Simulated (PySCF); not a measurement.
Fractional electron number in Cu²⁺ (copper, charge +2)

The 3d beta orbital of [Ar] 3d9 is emptied in steps (occupation f), with all orbitals relaxed, ending at [Ar] 3d8. Calculation: PySCF 2.14, in aug-cc-pVTZ-PP with ECP10MDF (6s6p5d3f2g, 88 functions); a scalar-relativistic core potential. The exact energy is a straight line in f; departures are measured from the line between the end points of the same method.

```csv
f,BHandHLYP (eV),wB97X (eV),HSE06 (eV)
1,0.000,0.000,0.000
0.9,-0.218,-0.268,-0.539
0.7,-0.522,-0.620,-1.266
0.5,-0.636,-0.731,-1.515
0.3,-0.547,-0.609,-1.279
0.1,-0.240,-0.259,-0.551
0,0.000,0.000,0.000
```

```json
{"method": "BHandHLYP", "E(f=0) − E(f=1) (eV)": "36.229", "−ε at f=1 (eV)": "33.837", "−ε at f=0.5 (eV)": "36.156"}
{"method": "wB97X", "E(f=0) − E(f=1) (eV)": "36.511", "−ε at f=1 (eV)": "33.527", "−ε at f=0.5 (eV)": "36.545"}
{"method": "HSE06", "E(f=0) − E(f=1) (eV)": "36.719", "−ε at f=1 (eV)": "30.745", "−ε at f=0.5 (eV)": "36.681"}
```

Orbital energy along the path (eV):

```
  f  BHandHLYP    wB97X    HSE06
  1    -33.837  -33.527  -30.745
0.9    -34.261  -34.134  -31.908
0.7    -35.172  -35.363  -34.273
0.5    -36.156  -36.545  -36.681
0.3    -37.207  -37.692  -39.122
0.1    -38.331  -38.822  -41.600
  0    -38.929  -39.383  -42.856
```

Reference removal energy between the ground levels: 36.841 ± 0.012 eV (measured; NIST Atomic Spectra Database, ionization energies). The calculation has no spin-orbit coupling. The determinant left behind need not be the lowest term of the ion.
